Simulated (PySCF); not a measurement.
**Dipole response of Se- (selenium, charge -1)**

[Ar] 3d10 4s2 4p5, 2P determinant. All numbers are calculated (PySCF 2.14, scalar relativity through the core potential, in aug-cc-pVDZ-PP with ECP10MDF). Coupled (time-dependent) response in atomic units; α is the mean over directions. A double-zeta set is small for polarisabilities.

```tsv
method	mean α (bohr³)	α xx, yy, zz	C₆ (like pair)	S(−4)
UHF	44.21	34.17, 49.23, 49.23	492.0	640.7
CAM-B3LYP	47.41	36.25, 53.00, 53.00	529.3	827.0
```

S(−4) is the Cauchy moment in α(ω) = α(0) + S(−4) ω² + …

Spin-orbit coupling is absent.

α(iu) at UHF:

```tsv
u (hartree)	α(iu) (bohr³)
0	44.21
0.0500	42.71
0.100	39.10
0.200	30.86
0.300	24.15
0.500	15.14
0.750	9.035
1.00	5.841
1.50	2.942
2.00	1.749
3.00	0.8169
5.00	0.3051
```

A single London oscillator, α(iu) = α/(1 + u²/ω²), gives C₆ = (3/4) ω α². Matching the computed C₆ needs ω = 4 × 492.0 / (3 × 44.21²) = 0.336 hartree.

For an ion, C₆ is the dispersion term alone; charge-induced terms of lower order in 1/R come first.

The components differ because the open shell of this determinant is not spherical; for a pure term their mean is the scalar polarisability.

Energies and moments cover only the electrons outside the core potential.
